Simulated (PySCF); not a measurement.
A structure optimised at PBE-D3(BJ)/def2-SVP, used in a PySCF frequency run:

```xyz
13

B     -0.3584     0.7521     0.8908
H     -1.0582     0.0631     1.6210
O      0.4987     0.1819    -0.0195
C      0.5537    -1.2253    -0.2014
C     -0.2015    -1.6505    -1.4532
H      1.6258    -1.5096    -0.2866
H      0.1438    -1.7477     0.6935
H      0.1866    -1.1164    -2.3438
H     -0.0935    -2.7408    -1.6262
H     -1.2824    -1.4198    -1.3596
N     -0.4216     2.1571     0.9838
H     -1.0224     2.6373     1.6491
H      0.1406     2.7735     0.3964
```
Charge 0, spin multiplicity 1.

Question: Write its SMILES and formula.

Answer: CCOBN, C2H8BNO

Question: What are its rotational constants (standard atomic weights)?

Answer: 16.497, 2.3191, 2.2593 GHz
